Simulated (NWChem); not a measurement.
## Atomisation of H$_{2}$As

```
As
H 1 1.5297
H 1 1.5297 2 90.76
```
Charge 0, spin multiplicity 2.

Everything below was run with NWChem. Structure: optimised with UPBE0/def2-SVP, a minimum by its harmonic frequencies.

Basis set: def2-TZVP. The atomisation energy is electronic alone: no zero-point, thermal, spin-orbit or counterpoise terms. No value is extrapolated to the basis-set limit. Free atoms are single determinants with multiplicities As 4, H 2. Correlated methods freeze the same cores in atoms and molecule, 9 orbitals in all.

The Hamiltonian is non-relativistic. The correlated methods keep 9 core orbitals frozen. The structure started from a generated list of species. The unpaired electrons of the parent sit in orbitals of symmetry b2 (C2v labels of the run); other states weren't searched. The stability of the SCF solutions was not checked. Open-shell Hartree-Fock references start from PBE0 orbitals.

Problem. One of these methods gave an atomisation energy of 93.0 kcal/mol. Which?
A) HF
B) BHandHLYP
C) M06-2X
D) MP2

Solution. A, HF. The others give 137.5 (M06-2X), 140.6 (BHandHLYP), 124.8 (MP2).
